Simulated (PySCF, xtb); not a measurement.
Al(F)(I)(Me) (CH3AlFI), SMILES [CH3][Al]([F])[I].

xtb with GFN2-xTB at its own geometry gives an orbital gap of 4.33 eV and a dipole moment of 4.64 D.

The structure is a stationary point at B3LYP-D3(BJ)/def2-SVP. The def2 effective core potentials stand for the cores of I; spin–orbit coupling is left out.

Question: What does PySCF with r2SCAN/def2-TZVP give? (An estimate is asked for; the answer gives what the named calculation found.)

Answer: gap 5.61 eV (levels -7.01 and -1.40 eV), dipole 2.03 D.
